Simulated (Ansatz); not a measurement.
BiH3 (SMILES [BiH3]), charge 0, multiplicity 1, relaxed at each level with Ansatz (a quantum-chemistry and plane-wave program); harmonic frequencies from differences of analytic forces, average atomic masses, frozen cores. Elements past Kr take the def2 small-core potentials, without spin–orbit coupling.

| level | Bi1–H2 (Å) | Bi1–H3 (Å) | Bi1–H4 (Å) | H2–Bi1–H3 (°) | H2–Bi1–H4 (°) | H3–Bi1–H4 (°) | dipole (D) |
|---|---|---|---|---|---|---|---|
| HF/def2-TZVPP | 1.7745 | 1.7745 | 1.7745 | 92.2 | 92.2 | 92.2 | 1.07 |
| PBE/def2-TZVPP | 1.8063 | 1.8063 | 1.8063 | 89.9 | 89.9 | 89.9 | 1.17 |
| r2SCAN/def2-TZVPP | 1.7899 | 1.7899 | 1.7899 | 90.0 | 90.0 | 90.0 | 1.10 |
| B3LYP/def2-TZVPP | 1.7965 | 1.7965 | 1.7965 | 90.6 | 90.6 | 90.6 | 1.21 |
| PBE0/def2-TZVPP | 1.7865 | 1.7865 | 1.7865 | 90.4 | 90.4 | 90.4 | 1.07 |
| wB97X-V/def2-TZVPP | 1.7759 | 1.7759 | 1.7759 | 91.0 | 91.0 | 91.0 | 1.06 |
| MP2/def2-TZVPP | 1.7835 | 1.7835 | 1.7835 | 90.8 | 90.8 | 90.8 | 1.08 |
| CCSD(T)/def2-SVP | 1.8055 | 1.8055 | 1.8055 | 90.4 | 90.4 | 90.4 | 1.02 |
| CCSD(T)/def2-TZVPP | 1.7993 | 1.7993 | 1.7993 | 90.7 | 90.7 | 90.7 | 1.08 |
